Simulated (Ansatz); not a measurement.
Total energies of C2H8BGeIn.

Cartesian coordinates in Å:
```
B -0.494 -0.909 1.514
Ge -1.100 -0.434 -0.267
In -0.111 1.510 1.583
C 0.066 -0.193 -1.793
C 1.246 -0.802 -1.878
H -1.304 -0.990 2.394
H 0.634 -1.279 1.680
H -2.488 0.155 -0.585
H 0.692 1.659 3.103
H -0.388 2.966 0.687
H -0.262 0.447 -2.608
H 1.899 -0.672 -2.737
H 1.609 -1.459 -1.093
```

Charge 0, multiplicity 1. Correlated methods include outer-core shells of Ge, In, which these sets cover unevenly. Scalar relativity is left out up to krypton. In: def2 effective core potential. The bonds changed during the relaxation, so this is another structure than the one it started from. The structure was optimised at the PBE0-D4/def2-TZVP level. It is one conformer, not always the lowest. Basis def2-TZVPP, the Gaussian-basis code of Ansatz.

RPA on PBE orbitals: Hartree–Fock energy of these orbitals -2369.52939 Eh, correlation -1.60783 Eh (frozen core).

```tsv
functional	energy without D4 (Eh)	D4 term (kJ/mol)
LDA (SPW92)	-2368.44151	–
revPBE	-2372.84131	-80.5
BLYP	-2372.92550	-65.9
r2SCAN	-2372.97393	-7.7
B3LYP	-2373.10645	-50.6
r2SCANh	-2372.94787	-8.4
r2SCAN0	-2372.91072	-9.3
HSE06 (plane-wave form)	-2372.57079	-25.5
BHLYP	-2372.80716	-44.5
CAM-B3LYP	-2373.00417	-28.0
LC-ωPBE	-2372.65441	–
ωB97X-V	-2372.73721	–
ωB97M-V	-2372.74067	–
B2PLYP	-2372.28780	–
```

**Question.** Give the same for PBE, B97M-V, PBE0, PBE-QIDH. (Best estimate.)

**Answer.** The calculation gave: 
```tsv
functional	energy without D4 (Eh)	D4 term (kJ/mol)
PBE	-2372.50586	-31.2
B97M-V	-2372.61316	–
PBE0	-2372.57887	-26.9
PBE-QIDH	-2372.02801	–
```

B3LYP takes the VWN-RPA correlation (the form of Gaussian; ORCA's B3LYP/G). HSE06 is the plane-wave form, built on full-range PBE exchange. The double hybrids freeze the cores in their second-order part.

LC-ωPBE has ω = 0.4 bohr⁻¹.
